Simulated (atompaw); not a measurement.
Which change was made? (Cs, PAW (atompaw))

| Property | Result |
| --- | --- |
| Element | caesium |
| Generator | atompaw 4.2.0.5 |
| Type | PAW |
| Functional | LDA (PW92) |
| Relativity | scalar-relativistic |
| Frozen core | [Kr] 4d10 |
| Valence charge | 9 |
| Reference configuration | 5s2 5p6 5d0 6s1 6p0 |
| Partial waves | 5s (bound): rc 2.20 bohr; 6s (bound): rc 2.60 bohr; 5p (bound): rc 3.00 bohr; 6p (bound, empty): rc 3.00 bohr; 5d (bound, empty): rc 3.00 bohr; 5d channel at 3.2 Ry: rc 3.00 bohr |
| Local potential | ultrasoft scheme with l = 3 at 0 Ry, radius 2.85 bohr |
| Core correction | smooth core density matched at 2.30 bohr |
| Augmentation charge | sinc compensation charge, radius 2.30 bohr; PAW radius 3.00 bohr; waves and projectors: custom polynom vanderbiltortho |

Cutoffs, loose and tight: the cutoffs (Ry, on a coarse ladder) from which the occupation-weighted sum of valence levels, in a spherical-Bessel basis at the reference potential, stays within 10 and 1 mRy of its value at 400 Ry. They see the waves, projectors and local potential, not the compensation charge or the core.

The base gives: outcome: generated; cutoff, loose: 8 Ry; cutoff, tight: 15 Ry; bound ghosts: none.

(1) After one change the result is: outcome: generated; cutoff, loose: 6 Ry; cutoff, tight: 6 Ry; bound ghosts: s, p. Which change was it?
A. augmentation sinc compensation charge, radius 2.30 bohr; PAW radius 3.00 bohr; waves and projectors: custom rrkj gramschmidtortho
B. core [Xe], valence charge 1; reference 5d0 6s1 6p0; waves now 6s (bound): rc 3.00 bohr; 6s channel at 0.3 Ry: rc 3.00 bohr; 6p (bound): rc 3.00 bohr; 6p channel at 0.8 Ry: rc 3.00 bohr; 5d (bound): rc 3.00 bohr; 5d channel at 4.65 Ry: rc 3.00 bohr; local potential ultrasoft scheme with l = 3 at 0 Ry, radius 2.65 bohr; core correction smooth core density matched at 2.45 bohr; augmentation sinc compensation charge, radius 2.85 bohr; PAW radius 3.00 bohr; waves and projectors: custom polynom vanderbiltortho
C. waves 5s (bound); 6s (bound); 5p (bound); 6p (bound); 5d (bound); 5d channel at 3.2 Ry; augmentation sinc compensation charge, radius 2.30 bohr; PAW radius 3.00 bohr; waves and projectors: bloechl

## Answers

(1) B. The others give: augmentation sinc compensation charge, radius 2.30 bohr; PAW radius 3.00 bohr; waves and projectors: custom rrkj gramschmidtortho → outcome: generated; cutoff, loose: 10 Ry; cutoff, tight: 15 Ry; bound ghosts: none | waves 5s (bound); 6s (bound); 5p (bound); 6p (bound); 5d (bound); 5d channel at 3.2 Ry; augmentation sinc compensation charge, radius 2.30 bohr; PAW radius 3.00 bohr; waves and projectors: bloechl → outcome: generated; cutoff, loose: 12 Ry; cutoff, tight: 15 Ry; bound ghosts: none.
